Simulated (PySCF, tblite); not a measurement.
Isomers of C2H10N2O2Si2, one GFN2-xTB conformer each. Single-point energies are computed at PBE0/pcSseg-1 (PySCF, gas phase, no added dispersion term), electronic only.

```
                  SMILES  GFN2-xTB relative energy (kJ/mol)
   N[Si@@H]1COCO[SiH2]N1                                0.0
N[Si@@H]1COC[Si@@H](O)N1                               57.0
```

Conformers: `[NH2:1][Si@@H:2]1[CH2:3][O:4][CH2:5][O:6][SiH2:7][NH:8]1` with H–N1–Si2–C3 177° and -50°, N1–Si2–C3–O4 -136°, Si2–C3–O4–C5 -68°, C3–O4–C5–O6 82°, O4–C5–O6–Si7 20°; `[NH2:1][Si@@H:2]1[CH2:3][O:4][CH2:5][Si@@H:6]([OH:7])[NH:8]1` with H–N1–Si2–C3 172° and 32°, C5–Si6–O7–H 62°, N1–Si2–C3–O4 -77°, Si2–C3–O4–C5 -72°, C3–O4–C5–Si6 71°, O4–C5–Si6–O7 -167°.

Problem. What does PBE0/pcSseg-1 give for the same structures?

Solution. 
| SMILES | PBE0/pcSseg-1 E (Eh) | PBE0/pcSseg-1 (kJ/mol) | GFN2-xTB (kJ/mol) | point group |
| --- | --- | --- | --- | --- |
| N[Si@@H]1COC[Si@@H](O)N1 | -920.60285 | 0.0 | 57.0 | C1 |
| N[Si@@H]1COCO[SiH2]N1 | -920.58378 | 50.1 | 0.0 | C1 |

GFN2-xTB puts N[Si@@H]1COCO[SiH2]N1 lowest instead. As drawn, the lower has an O–H bond, which the higher lacks.

Problem. Which frontier levels, dipoles and rotational constants go with these structures?

Solution. 
```tsv
SMILES	HOMO (eV, PBE0/pcSseg-1)	LUMO (eV)	dipole (D)	A, B, C (MHz)
N[Si@@H]1COC[Si@@H](O)N1	-6.46	0.77	1.58	2264, 1093, 852.6
N[Si@@H]1COCO[SiH2]N1	-7.00	0.79	2.55	2242, 1267, 908.4
```

Problem. What happens when harmonic zero-point energies from GFN2-xTB frequencies are added?

Solution. 
```json
{"SMILES": "N[Si@@H]1COC[Si@@H](O)N1", "ZPE (kJ/mol)": "342.6", "electronic (kJ/mol)": "0.0", "with ZPE (kJ/mol)": "0.0"}
{"SMILES": "N[Si@@H]1COCO[SiH2]N1", "ZPE (kJ/mol)": "341.2", "electronic (kJ/mol)": "50.1", "with ZPE (kJ/mol)": "48.7"}
```

The zero-point energies span 1.4 kJ/mol. The order is unchanged.
